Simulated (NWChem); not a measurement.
All runs are NWChem calculations. System: HClOPb, charge 0, spin multiplicity 1, at a geometry optimised with PBE0/def2-SVP with def2 effective core potentials on Pb. The structure started from a generated list of species. Level: CCSD(T)/def2-SVPD with def2 effective core potentials on Pb, 10 core orbitals frozen.

Output (cleaned and shortened):

```
             Northwest Computational Chemistry Package (NWChem) 7.3.0
             --------------------------------------------------------

                                NWChem Input Module
                                -------------------

 Scaling coordinates for geometry "geometry" by  1.889725989
 (inverse scale =  0.529177249)

 Turning off AUTOSYM since
 SYMMETRY directive was detected!

                             Geometry "geometry" -> ""
                             -------------------------

 Output coordinates in angstroms (scale by  1.889725989 to convert to a.u.)

  No.       Tag          Charge          X              Y              Z
 ---- ---------------- ---------- -------------- -------------- --------------
    1 Pb                  82.0000    -0.36866000    -0.17432800     0.00000000
    2 Cl                  17.0000     1.19146900     1.75838400     0.00000000
    3 O                    8.0000     1.14695300    -1.63292400     0.00000000
    4 H                    1.0000     0.79955300    -2.53424300     0.00000000

 Effective nuclear repulsion energy (a.u.)     506.1911457602

            Nuclear Dipole moment (a.u.)
            ----------------------------
        X                 Y               Z
 ---------------- ---------------- ----------------
     0.0000566918    -0.0000056692     0.0000000000

      Symmetry information
      --------------------

 Group name             Cs
 Group number              2
 Group order               2
 No. of unique centers     4

      Symmetry unique atoms

     1    2    3    4


 Summary of "ao basis" -> "" (spherical)
 ------------------------------------------------------------------------------
       Tag                 Description            Shells   Functions and Types
 ---------------- ------------------------------  ------  ---------------------
 *                         def2-svpd                  on all atoms

 Summary of "ao basis" -> "ao basis" (spherical)
 ------------------------------------------------------------------------------
       Tag                 Description            Shells   Functions and Types
 ---------------- ------------------------------  ------  ---------------------
 Pb                        def2-svpd                12       32   5s4p3d
 Cl                        def2-svpd                11       27   5s4p2d
 O                         def2-svpd                 9       23   4s3p2d
 H                         def2-svpd                 4        8   2s2p
[...]
     Alpha frozen virtuals :     0
      Beta frozen virtuals :     0
         Spin multiplicity : singlet
    Number of AO functions :    90
       Number of AO shells :    36
        Use of symmetry is : on
      Symmetry adaption is : on
         Schwarz screening : 0.10D-09

          Correlation Information
          -----------------------
          Calculation type : Coupled-cluster singles & doubles w/ perturbation
   Perturbative correction : (T)
            Max iterations :      100
        Residual threshold : 0.10D-05
     T(0) DIIS level shift : 0.00D+00
     L(0) DIIS level shift : 0.00D+00
     T(1) DIIS level shift : 0.00D+00
     L(1) DIIS level shift : 0.00D+00
     T(R) DIIS level shift : 0.00D+00
     T(I) DIIS level shift : 0.00D+00
   CC-T/L Amplitude update :  5-th order DIIS
                I/O scheme : Global Array Library
        L-threshold :  0.10D-05
        EOM-threshold :  0.10D-05
 no EOMCCSD initial starts read in
 TCE RESTART OPTIONS
 SLICE:      F
 D4D5:       F
 quantumc:   F
 qrotation:  F
 pwtce:      F
 qducc:      F
 nacto:                         0
 nrotv:                         0
 nrot:                          0

            Memory Information
            ------------------
          Available GA space size is     249028700 doubles
          Available MA space size is     104846124 doubles

 Maximum block size supplied by input
 Maximum block size        24 doubles

 tile_dim =     23

 -------------------------------------------------
   1    alpha     a'    10 doubles       0       1
   2    alpha     a"     4 doubles      10       2
   3    beta      a'    10 doubles      14       1
   4    beta      a"     4 doubles      24       2
   5    alpha     a'    22 doubles      28       5
   6    alpha     a'    23 doubles      50       6
   7    alpha     a"    21 doubles      73       7
   8    beta      a'    22 doubles      94       5
   9    beta      a'    23 doubles     116       6
  10    beta      a"    21 doubles     139       7

 Global array virtual files algorithm will be used

 Parallel file system coherency ......... OK

 4-electron integrals stored in orbital form

 v2    file size   =          5147296
 4-index algorithm nr.  13 is used
 imaxsize =       30
 imaxsize ichop =        0


CCSD iterations
 ---------------------------------------------------------
 Iter          Residuum       Correlation     Cpu    Wall
 ---------------------------------------------------------
    1   0.1486703890570  -0.4512695768961     0.8     0.8
    2   0.0414576150929  -0.4591881332351     1.0     1.0
    3   0.0143201017368  -0.4679414207491     0.8     0.8
    4   0.0074387097515  -0.4686502137413     0.8     0.8
    5   0.0029746944759  -0.4697520925792     0.8     0.8
    6   0.0013359546213  -0.4699882669787     0.8     0.8
    7   0.0010607055766  -0.4700380679081     0.9     0.9
    8   0.0004416589582  -0.4700624738755     0.8     0.8
    9   0.0004591236819  -0.4700563368943     0.8     0.8
   10   0.0001959281697  -0.4700766262944     1.1     1.1
   11   0.0000550679840  -0.4700848778126     1.1     1.1
   12   0.0000285528037  -0.4700852498160     0.9     0.9
   13   0.0000177489001  -0.4700860450381     0.9     0.9
   14   0.0000119378910  -0.4700853935960     0.9     0.9
   15   0.0000074920865  -0.4700855818170     0.9     0.9
   16   0.0000024294958  -0.4700851924573     0.8     0.8
   17   0.0000017088398  -0.4700853380285     0.8     0.8
   18   0.0000008318478  -0.4700853933968     0.8     0.8
 -----------------------------------------------------------------
 Iterations converged
 CCSD correlation energy / hartree =        -0.470085393396784
 CCSD total energy / hartree       =      -727.123367606364468

 Singles contributions

 Doubles contributions
 CCSD(T)
 Using plain CCSD(T) code
             total no. of tasks           74
 total no. of tasks / no. procs           74
                         wl_min       592704           9.2
                         wl_max     12167000          15.2
        thresh for no. of tasks           74

 CCSD[T]  correction energy / hartree =        -0.017834264586627
 CCSD[T] correlation energy / hartree =        -0.487919657983412
 CCSD[T] total energy / hartree       =      -727.141201870951136
 CCSD(T)  correction energy / hartree =        -0.015991152812008
 CCSD(T) correlation energy / hartree =        -0.486076546208792
 CCSD(T) total energy / hartree       =      -727.139358759176503

 Task  times  cpu:       67.7s     wall:       67.7s

 Total times  cpu:       67.8s     wall:       67.8s
```

Question: Write an NWChem input that would produce this output.

Answer: One answer among several that fit: 
```
start mol
memory heap 100 mb stack 700 mb global 1900 mb
geometry units angstroms nocenter noautoz
  Pb    -0.368660    -0.174328     0.000000
  Cl     1.191469     1.758384     0.000000
  O      1.146953    -1.632924     0.000000
  H      0.799553    -2.534243     0.000000
  symmetry group Cs
end
basis spherical
  * library def2-svpd
end
ecp
  Pb library def2-ecp
end
scf
  rhf
  nopen 0
  maxiter 100
  thresh 1e-7
  semidirect memsize 60000000 filesize 0
end
tce
  freeze core 10
  ccsd(t)
  2eorb
  2emet 13
  thresh 1e-6
  maxiter 100
  tilesize 24
end
task tce energy
```
